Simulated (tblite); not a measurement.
C6H12P (charge -1).
Cartesian coordinates in Å at the GFN2-xTB level; atoms count from 1:
```xyz
19
C6H12P angstrom
C      3.1117    0.5037   -0.5506
C      1.7469   -0.0807   -0.3342
C      1.5088   -1.1162    0.4904
P      0.0473   -2.0064    0.9025
C     -1.2353   -1.0848   -0.1107
C     -1.6507    0.2440    0.5077
C     -2.6781    0.9853   -0.3427
H      3.4209    0.4228   -1.6003
H      3.1406    1.5691   -0.2898
H      3.8510   -0.0141    0.0600
H      0.9562    0.3798   -0.9100
H      2.3589   -1.5339    1.0301
H     -0.8518   -0.9364   -1.1252
H     -2.1065   -1.7466   -0.1793
H     -0.7610    0.8631    0.6367
H     -2.0612    0.0527    1.5026
H     -3.5762    0.3806   -0.4683
H     -2.9617    1.9318    0.1198
H     -2.2698    1.1954   -1.3308
```

All values are computed: GFN2-xTB (tblite) harmonic vibrations without scaling, gas phase. Against measured fundamentals such values can be off by several per cent, at times by over 20. One conformer, not necessarily the lowest.

Harmonic wavenumbers (cm⁻¹): 57.9, 92.2, 120.7, 170.0, 182.4, 199.8, 235.0, 260.9, 290.2, 367.1, 448.9, 614.5, 708.8, 747.9, 823.2, 846.2, 931.4, 942.7, 990.6, 1015.3, 1030.2, 1067.6, 1086.8, 1099.2, 1215.0, 1227.2, 1255.2, 1273.9, 1291.1, 1330.2, 1397.1, 1399.1, 1478.4, 1502.4, 1503.1, 1511.5, 1515.8, 1516.6, 1605.3, 2869.2, 2897.6, 2904.5, 2917.4, 2944.2, 2955.7, 2977.3, 2986.2, 2999.6, 3000.6, 3010.0, 3053.0.

A = 2687, B = 1214, C = 885.7 MHz; mass 115.068 u (most abundant isotopes); point group C1, symmetry number 1.

Question: Zero-point energy?

Answer: Half the sum of the wavenumbers: 35433 cm⁻¹ = 423.88 kJ/mol.

Question: What is S at 400 K and 1 bar for an ideal gas of classical rigid rotors and harmonic oscillators?

Answer: Translation 174.15, rotation 125.42, vibration 153.99: S = 453.6 J/(mol K).

Question: And Cp and H(400 K) − H(0)?

Answer: Cp = 188.43 J/(mol K), of which vibrations give 155.17 (their classical limit is 51 R = 424.0); H(400 K) − H(0) = 45.39 kJ/mol without the zero-point energy, 32.08 from vibrations.

Question: What must be added to the electronic energy to get the Gibbs energy at 400 K and 1 bar?

Answer: ZPE + [H(400 K) − H(0)] − T·S = 423.88 + 45.39 − 181.42 = 287.85 kJ/mol.

Question: Blend soft modes into free rotors: weight 1/[1 + (100 cm⁻¹/ν̃)⁴] for the oscillator and the rest for a rotor with moment μB/(μ + B), μ = h/(8π²ν), B = 10⁻⁴⁴ kg m². What vibrational entropy results?

Answer: 145.06 J/(mol K) in place of 153.99, which changes −T·S at 400 K by +3.57 kJ/mol.

Question: Which modes carry the vibrational entropy at 400 K?

Answer: 57.9 cm⁻¹: 21.37; 92.2 cm⁻¹: 17.53; 120.7 cm⁻¹: 15.32; 170.0 cm⁻¹: 12.53; 182.4 cm⁻¹: 11.97; 199.8 cm⁻¹: 11.24 J/(mol K); the other 45 give 64.03 together.

Question: How do the functions run with temperature in this model?

Answer: 
```json
{"T (K)": "50", "S (J/(mol K))": "239.8", "Cp (J/(mol K))": "52.4", "H − H(0) (kJ/mol)": "1.99", "G − H(0) (kJ/mol)": "-10.00", "ln q(vib)": "0.33"}
{"T (K)": "100", "S (J/(mol K))": "285.0", "Cp (J/(mol K))": "79.7", "H − H(0) (kJ/mol)": "5.33", "G − H(0) (kJ/mol)": "-23.17", "ln q(vib)": "1.38"}
{"T (K)": "298.15", "S (J/(mol K))": "404.1", "Cp (J/(mol K))": "150.0", "H − H(0) (kJ/mol)": "28.14", "G − H(0) (kJ/mol)": "-92.33", "ln q(vib)": "6.39"}
{"T (K)": "373.15", "S (J/(mol K))": "440.8", "Cp (J/(mol K))": "178.5", "H − H(0) (kJ/mol)": "40.46", "G − H(0) (kJ/mol)": "-124.03", "ln q(vib)": "8.23"}
{"T (K)": "500", "S (J/(mol K))": "499.4", "Cp (J/(mol K))": "222.8", "H − H(0) (kJ/mol)": "65.99", "G − H(0) (kJ/mol)": "-183.70", "ln q(vib)": "11.27"}
{"T (K)": "750", "S (J/(mol K))": "603.1", "Cp (J/(mol K))": "288.6", "H − H(0) (kJ/mol)": "130.47", "G − H(0) (kJ/mol)": "-321.83", "ln q(vib)": "17.07"}
{"T (K)": "1000", "S (J/(mol K))": "692.6", "Cp (J/(mol K))": "333.4", "H − H(0) (kJ/mol)": "208.56", "G − H(0) (kJ/mol)": "-484.05", "ln q(vib)": "22.52"}
```

q(vib) and H(0) count from the zero-point level.

Hindered rotation and anharmonicity are outside this model. Other conformers, if any are populated, would add a mixing term that is left out. The structure is chiral; the term R ln 2 for an equal mix with its mirror image is left out.
